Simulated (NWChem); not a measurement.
C4H3N2, doublet; SMILES [c]1ccncn1

All runs: NWChem. Spin-unrestricted. In the optimisation the excess spin sits in a' (Cs, its own frame). No stability test was run on the SCF state. The level has its own optimisation. Brackets give each atom's bonded neighbours.

### Question
Predict the results for B3LYP/3-21G. Quantities: r C–C [C(CCH)–C(CN)] (Å); r C–N [C(CN)–N(CC)] (Å); r C–C [C(CCH)–C(CHN)] (Å); r C–H [C(CCH)–H(C)] (Å); dipole (D).

### Answer
The r C–C [C(CCH)–C(CN)] (Å) comes out as 1.397 and the r C–N [C(CN)–N(CC)] (Å) is 1.296. The r C–C [C(CCH)–C(CHN)] (Å) comes out as 1.399 and the r C–H [C(CCH)–H(C)] (Å) is 1.080. The dipole (D) comes out as 1.72.
